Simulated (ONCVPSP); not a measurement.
**Before and after: ONCV potential for Rb**

ONCVPSP 4.0.1 input, shortened (lines: element, Z, core and valence counts, functional; n l f; lmax; l rc ep ncon nbas qcut; lloc lpopt rc5 dvloc0; l nproj debl; icmod fcfact rcfact), PBE, scalar-relativistic:

```
  Rb 37.00    6    3        4      upf
    1    0    2.00
    2    0    2.00
    2    1    6.00
    3    0    2.00
    3    1    6.00
    3    2   10.00
    4    0    2.00
    4    1    6.00
    5    0    1.00
    2
    0    2.35    0.00    4    8    5.90
    1    1.75    0.00    4    6    3.90
    2    2.20    0.41    5    9    4.30
    4    5    1.10    0.00
    0    2    1.40
    1    1    1.90
    2    2    3.30
    0    0.00    0.00
```

All-electron outer shells of the reference configuration (PBE, scalar-relativistic, ld1.x):

```json
{"shell": "3d", "level (eV)": "-103.96", "outermost node (bohr)": "–", "outermost maximum (bohr)": "0.39"}
{"shell": "4s", "level (eV)": "-31.89", "outermost node (bohr)": "0.62", "outermost maximum (bohr)": "1.25"}
{"shell": "4p", "level (eV)": "-15.96", "outermost node (bohr)": "0.64", "outermost maximum (bohr)": "1.42"}
{"shell": "5s", "level (eV)": "-2.23", "outermost node (bohr)": "1.79", "outermost maximum (bohr)": "4.38"}
```

Change: p: rc 2.34.

Cutoffs: the cutoffs (Ha) at which the residual kinetic energy of the hardest occupied pseudo-wave falls to 1 and 0.1 mHa per electron; they do not see the model core or the augmentation charge, which bear on the density cutoff. Errors are all-electron minus pseudo energies relative to the spin-unpolarised reference configuration.

**Question.** How do hardness, ghosts and transferability respond?

**Answer.** The potential gets softer (22 Ha and 31 Ha → 9.9 Ha and 12 Ha); of the 4 tests that both files solve, the error grows in 1 and shrinks in 1 by more than 15 % and 0.3 meV (median size 2.6 → 4.2 meV); neither file shows a bound ghost. A larger radius leaves more room for a smooth pseudo-wave, so fewer plane waves are needed.

| quantity | base | changed |
| --- | --- | --- |
| cutoff, loose | 22 Ha | 9.9 Ha |
| cutoff, tight | 31 Ha | 12 Ha |
| loose cutoff by channel | s 9.9 Ha, p 22 Ha | s 9.9 Ha, p 6.5 Ha |
| bound ghosts | none | none |
| GHOST(+) flags under 300 eV | s at 46.4 eV | s at 46.4 eV |
| error for 4s2 4p6 5s0, meV [ΔE 4.15 eV] | -0.2 | -0.1 |
| error for 4s2 4p6 5s0.5, meV [ΔE 1.58 eV] | -0.1 | -0.1 |
| error for 4s2 4p6 5s0 5p1, meV [ΔE 1.52 eV] | +4.9 | +8.2 |
| error for 4s1 4p6 5s1, meV [ΔE 37.74 eV] | -60 | -31 |
| s: phases at 2.39 bohr within 0.05 rad from the reference energy up to (Ha; the scan ends near 5) | 1.6 | 1.6 |
| d: phases at 2.24 bohr within 0.05 rad from the reference energy up to (Ha; the scan ends near 5) | to the end of the scan | to the end of the scan |
